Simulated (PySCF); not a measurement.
C₂H₁₀FNSi₂. Atoms are numbered in the order given.

```xyz
16

N     -3.5181    -0.4014    -0.3942
C     -2.4463    -0.3249     0.5970
Si    -0.7973     0.0535    -0.2614
C      0.6305    -0.0137     0.9862
Si     2.3294    -0.0801     0.2173
F      2.3547     0.9289    -1.0691
H     -3.3880    -1.2111    -1.0006
H     -4.4281    -0.5198     0.0515
H     -2.3296    -1.2201     1.2495
H     -2.6496     0.5181     1.2818
H     -0.5692    -0.9796    -1.3191
H     -0.8463     1.3933    -0.9059
H      0.5572     0.8626     1.6535
H      0.5082    -0.9117     1.6190
H      3.3969     0.3706     1.1523
H      2.6282    -1.4495    -0.2826
```
Charge 0, spin multiplicity 1.

Geometry: B3LYP-D3(BJ)/def2-SVP. The structure was generated by enumeration, and PubChem lists no compound with its InChIKey, so it may never have been made. The values are those of a single conformer.

The numbers are results of KT2/pcSseg-1 run with PySCF, not measurements.

GIAO shieldings, no solvent; atoms listed in one row are averaged. δ = σ(ref) − σ: ¹⁵N against NH3 (σ = 266.2 ppm); ¹³C against TMS (σ = 185.1 ppm); ²⁹Si against TMS (σ = 361.9 ppm); ¹⁹F against CFCl3 (σ = 127.1 ppm); ¹H against TMS (σ = 31.47 ppm), references at their B3LYP-D3(BJ)/def2-TZVP geometries, non-relativistic.

```csv
nucleus,atoms,count,δ (ppm)
¹⁵N,N1,1,29.9
¹³C,C2,1,37.1
¹³C,C4,1,-1.5
²⁹Si,Si5,1,12.6
²⁹Si,Si3,1,-42.4
¹⁹F,F6,1,-253.0
¹H,H15,1,5.79
¹H,H16,1,5.53
¹H,H12,1,4.54
¹H,H11,1,4.37
¹H,H9,1,3.05
¹H,H10,1,2.92
¹H,H8,1,0.87
¹H,H13,1,0.84
¹H,H7,1,0.38
¹H,H14,1,-0.17
```
